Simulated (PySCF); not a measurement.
## InGa: frontier orbitals

ωB97X at R = 2.894 Å; PySCF, scalar-relativistic core potentials, basis sets In cc-pVDZ-PP with ECP28, Ga cc-pVDZ-PP with ECP10. State: ³Π (triplet), unpaired electrons σ ↑, π ↑. Only the outer orbitals are listed, counted within each symmetry, core potentials removing the inner ones.

```tsv
spin	orbital	occ.	ε (eV)	on In (%)	main shells (%)
α	7σ	1	-13.90	38	59 Ga s, 34 In s
α	8σ	1	-10.91	60	56 In s, 33 Ga s
α	9σ	1	-6.12	49	47 Ga p, 44 In p
α	5π	1	-5.62	48	50 Ga p, 47 In p
α	5π	0	-0.71	56	56 In p, 43 Ga p
α	6π	0	0.43	52	52 In p, 47 Ga p
α	6π	0	1.02	44	56 Ga p, 44 In p
β	7σ	1	-12.76	38	60 Ga s, 36 In s
β	8σ	1	-10.00	62	60 In s, 35 Ga s
β	5π	0	-0.85	58	57 In p, 42 Ga p
β	5π	0	-0.79	58	57 In p, 42 Ga p
β	9σ	0	-0.62	53	50 In p, 45 Ga p
```

Problem. Which are the highest filled and the lowest empty level, where do they sit, and how wide is the gap?

Solution. Highest filled α 5π at -5.62 eV (in %: 50 Ga p, 47 In p); lowest empty β 5π at -0.85 eV (in %: 57 In p, 42 Ga p); the gap at ωB97X is 4.77 eV. Both belong to one degenerate shell, split only by its one-sided filling, so this is no excitation gap.

```
bond order (Mayer)                               : 1.14
⟨S²⟩                                             : 2.008
charge on In (Mulliken, basis-dependent)         : 0.04
charge on In (Löwdin, basis-dependent)           : 0.04
dipole moment (positive dipole means In(−)Ga(+)) : -0.19 D
```

Spin–orbit coupling is left out. The state was picked by a PBE0 search and need not be the measured ground state.
